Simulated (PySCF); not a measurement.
# Basis-set dependence of NaBi⁺ at PBE0

PySCF, UKS reference; quartet, unpaired electrons σ ↑, π ↑↑; De to Na⁺ + Bi without counterpoise correction.

```json
{"basis": "def2-SVP", "relativity": "scalar-relativistic core potentials", "functions": "41", "Re (Å)": "3.439", "ωe (cm⁻¹)": "94.2", "De (eV)": "n/a", "μ (D)": "-11.90"}
{"basis": "def2-SVPD", "relativity": "scalar-relativistic core potentials", "functions": "50", "Re (Å)": "3.429", "ωe (cm⁻¹)": "95.1", "De (eV)": "n/a", "μ (D)": "-11.62"}
{"basis": "aug-cc-pVDZ/aug-cc-pVDZ-PP", "relativity": "scalar-relativistic core potentials", "functions": "59", "Re (Å)": "3.420", "ωe (cm⁻¹)": "97.6", "De (eV)": "n/a", "μ (D)": "-11.51"}
```

(1) How does each smaller set differ from the one with most functions, aug-cc-pVDZ/aug-cc-pVDZ-PP?

A positive dipole points towards Bi; it is taken about the centre of mass and depends on that origin. Spin–orbit coupling is left out, which matters for elements this heavy, above all for dissociation energies. The state was picked by a PBE0 search and need not be the measured ground state.

## Answers

(1) def2-SVP: +1.9 pm, -3.5 % in ωe; def2-SVPD: +0.9 pm, -2.6 % in ωe. All at PBE0; the set with most functions is neither the basis-set limit nor always the best.
